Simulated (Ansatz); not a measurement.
`[F][Ta]([F])([F])([F])[F]` and `[F][V]([F])([F])([F])[F]` differ in one element.

Ansatz, PBE0-D4/def2-TZVP geometries, multiplicity 1. 

Elements past krypton have def2 core potentials. Scalar relativity is left out up to krypton.

```
                                      property  `[F][Ta]([F])([F])([F])[F]`
zero-point energy (PBE0-D4/def2-TZVP) / kJ/mol                         29.3
         LUMO energy (ωB97M-V/def2-TZVPP) / eV                        -0.07
             LUMO energy (PBE/def2-TZVPP) / eV                        -3.17
           HOMO–LUMO gap (PBE/def2-TZVPP) / eV                         6.97
size of the dipole moment (PBE/def2-TZVPP) / D                         0.00
         HOMO energy (ωB97M-V/def2-TZVPP) / eV                       -14.76
```

Problem. What does the change do to each property? (An estimate is asked.)

Solution. Computed: 
```json
{"property": "zero-point energy (PBE0-D4/def2-TZVP) / kJ/mol", "`[F][V]([F])([F])([F])[F]`": "33.9", "shift": "4.6"}
{"property": "LUMO energy (ωB97M-V/def2-TZVPP) / eV", "`[F][V]([F])([F])([F])[F]`": "-3.38", "shift": "-3.31"}
{"property": "LUMO energy (PBE/def2-TZVPP) / eV", "`[F][V]([F])([F])([F])[F]`": "-6.24", "shift": "-3.07"}
{"property": "HOMO–LUMO gap (PBE/def2-TZVPP) / eV", "`[F][V]([F])([F])([F])[F]`": "3.91", "shift": "-3.06"}
{"property": "size of the dipole moment (PBE/def2-TZVPP) / D", "`[F][V]([F])([F])([F])[F]`": "0.01", "shift": "0.01"}
{"property": "HOMO energy (ωB97M-V/def2-TZVPP) / eV", "`[F][V]([F])([F])([F])[F]`": "-14.79", "shift": "-0.03"}
```
